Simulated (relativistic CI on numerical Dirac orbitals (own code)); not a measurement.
A ladder of approximations for the levels of Ar VIII

Calculated with a relativistic CI code on KLI orbitals (one set per configuration, finite nucleus), adding one ingredient at a time: step 1, Dirac-Coulomb, each configuration alone; step 2, with Breit and QED terms; step 3, with configuration mixing; step 4, with scaled Slater integrals (0.9); step 5, with a P86 correlation estimate; step 6, tied to the ionisation limit. P86 is a density functional for the correlation energy, evaluated here for each configuration and added to its levels. Step 6 is semi-empirical: configurations made of the next ion and one excited electron move by 4058 cm⁻¹, so that their limit matches the tabulated ionisation energy, and those with a non-penetrating f or g electron also take the P86 value of the least penetrating other one.

Configurations in the expansion (outside the closed core [Ne]): 3s, 3p, 3d, 4s, 4p, 4d, 4f, 5s, 5p, 5d, 5f, 5g, 6s, 6p, 6d, 7s.

Computed minus measured energy above the ground level, in cm⁻¹, for 15 of the 25 excited levels that pair in every step (one J of a term; a digit in brackets numbers repeated terms):

| Configuration | Term | J | Measured | Step 1 | Step 2 | Step 3 | Step 4 | Step 5 | Step 6 |
| --- | --- | --- | --- | --- | --- | --- | --- | --- | --- |
| 3p | 2P° | 1/2 | 140095 | 49 | -4 | -6 | -6 | 478 | 4536 |
| 3d | 2D | 3/2 | 332609 | 301 | 25 | 16 | 16 | 405 | 4463 |
| 4s | 2S | 1/2 | 575958 | -2573 | -2775 | -2767 | -2767 | -2989 | 1069 |
| 4p | 2P° | 1/2 | 628241 | -2478 | -2692 | -2685 | -2685 | -2745 | 1313 |
| 4d | 2D | 3/2 | 697532 | -2466 | -2763 | -2756 | -2756 | -3373 | 686 |
| 4f | 2F° | 5/2 | 716852 | -3665 | -3978 | -3972 | -3972 | -1220 | 645 |
| 5s | 2S | 1/2 | 807306 | -3489 | -3751 | -3742 | -3742 | -3694 | 365 |
| 5p | 2P° | 1/2 | 832261 | -3398 | -3664 | -3653 | -3653 | -3533 | 525 |
| 5d | 2D | 3/2 | 865274 | -3401 | -3705 | -3691 | -3691 | -3841 | 217 |
| 5f | 2F° | 5/2 | 875329 | -3962 | -4275 | -4268 | -4268 | -1521 | 348 |
| 5g | 2G | 7/2 | 876005 | -4207 | -4519 | -4512 | -4512 | -1785 | 104 |
| 6s | 2S | 1/2 | 923471 | -3856 | -4141 | -4132 | -4132 | -3809 | 249 |
| 6p | 2P° | 3/2 | 937520 | -3761 | -4060 | -4051 | -4051 | -3674 | 385 |
| 6d | 2D | 5/2 | 955618 | -3776 | -4090 | -4078 | -4078 | -3838 | 220 |
| 7s | 2S | 1/2 | 990073 | -4072 | -4368 | -4360 | -4360 | -3802 | 256 |

Mean absolute errors in cm⁻¹, over all paired levels and for the first 12 configurations:

```csv
"Configuration, levels",Step 1,Step 2,Step 3,Step 4,Step 5,Step 6
"all, 25",2931,3147,3139,3139,2540,1130
"3p, 2",84,23,24,24,460,4518
"3d, 2",308,16,15,15,389,4448
"4s, 1",2573,2775,2767,2767,2989,1069
"4p, 2",2463,2700,2692,2692,2752,1306
"4d, 2",2472,2780,2773,2773,3389,669
"4f, 2",3662,3975,3969,3969,1217,647
"5s, 1",3489,3751,3742,3742,3694,365
"5p, 2",3394,3670,3660,3660,3540,518
"5d, 2",3381,3691,3677,3677,3827,231
"5f, 2",3965,4278,4271,4271,1524,345
"5g, 2",4209,4521,4515,4515,1787,102
"6s, 1",3856,4141,4132,4132,3809,249
```

Measured levels: Saloman, J. Phys. Chem. Ref. Data 39, 033101 (2010).

**Question.** What does each ingredient do to the ground and the excited configurations, and where is the model closest to experiment?

**Answer.** Mixing lowers the ground level by 7; relative to it the configurations that move most are 5d by +14, 6d by +13, 5p by +10. The P86 estimate moves 4f by +2752, 5f by +2747, 5g by +2727, and takes the mean absolute error of the excited configurations from 3139 to 2540. Step 6 takes that error from 2540 to 1130; the error more than halves for 4s, 4p, 4d, 5s, 5p, 5d, 6s, 6p; 5f, 5g gain from the shift and the changed P86 value together; it grows for 3p, 3d. The shift fits the limit, so it does little for low levels whose errors differ from those near the limit. The mean absolute error is lowest at step 6 (1130 cm⁻¹), and the largest single drop is from step 5 to 6 (2540 to 1130).
